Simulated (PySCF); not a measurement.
Species: `C([SiH2]/N=C/C=C/C)#C`. The columns A, B, C and D hold Mulliken, IAO, Hirshfeld and ESP-fitted charges (e) of one PBE0/pcSseg-1 density (PySCF), in a shuffled order. Coordinates in Å (PBE0-D3(BJ)/def2-SVP); the density's dipole moment is (1.96, 0.23, -0.63) D.

```tsv
atom	x	y	z	A	B	C	D
C1	-4.017	1.915	-0.330	-0.181	-0.340	-0.189	-0.084
C2	-3.436	0.856	-0.179	-0.337	-0.146	-0.178	-0.157
Si3	-2.562	-0.744	0.038	+0.906	+0.563	+0.770	+0.374
N4	-0.853	-0.446	0.171	-0.564	-0.561	-0.566	-0.243
C5	0.021	-0.898	-0.638	+0.068	+0.500	+0.168	+0.060
C6	1.458	-0.635	-0.509	-0.201	-0.638	-0.212	-0.071
C7	1.968	0.128	0.472	-0.066	+0.300	-0.141	0.000
C8	3.406	0.443	0.665	-0.418	-0.437	-0.226	-0.107
H9	-4.530	2.851	-0.463	+0.202	+0.301	+0.087	+0.100
H10	-3.042	-1.376	1.299	-0.123	-0.089	-0.102	-0.073
H11	-2.898	-1.627	-1.128	-0.149	-0.132	-0.135	-0.084
H12	-0.253	-1.532	-1.511	+0.100	+0.009	+0.088	+0.038
H13	2.115	-1.088	-1.260	+0.139	+0.223	+0.102	+0.043
H14	1.247	0.549	1.185	+0.163	+0.050	+0.134	+0.048
H15	3.573	1.533	0.629	+0.158	+0.133	+0.139	+0.054
H16	4.043	-0.033	-0.093	+0.144	+0.135	+0.121	+0.048
H17	3.745	0.117	1.663	+0.158	+0.129	+0.139	+0.054
```

Task: Which column most likely holds the ESP-fitted charges?

Result: B. Σ q r misses the density's dipole by 0.05 D (B), 0.54 D (D), 1.15 D (A), 2.30 D (C). Charges fitted to the outside potential are the only set here that is tied to the molecule's multipoles.

Task: And the Hirshfeld charges?

Result: D. The mean sizes are 0.096 e (D), 0.206 e (C), 0.240 e (A), 0.276 e (B), and Hirshfeld charges are commonly the smallest of these schemes.

As computed, A = IAO, B = ESP-fitted, C = Mulliken, D = Hirshfeld. Hydrogens on carbon: IAO +0.10 to +0.20, ESP-fitted +0.01 to +0.30, Mulliken +0.09 to +0.14, Hirshfeld +0.04 to +0.10 e.

The IAO scheme counts the electrons in orthogonalised intrinsic atomic orbitals, a minimal basis polarised so that it spans the occupied orbitals exactly. The Mulliken scheme gives each basis function's population to the atom it is centred on and halves the overlap population of two atoms between them.

Isolated species at its PBE0-D3(BJ)/def2-SVP geometry (one conformer only).

The values belong to the conformer `[CH:1]#[C:2][SiH2:3]/[N:4]=[CH:5]/[CH:6]=[CH:7]/[CH3:8]`: C2–Si3–N4–C5 -119°, N4–C5–C6–C7 -1°.
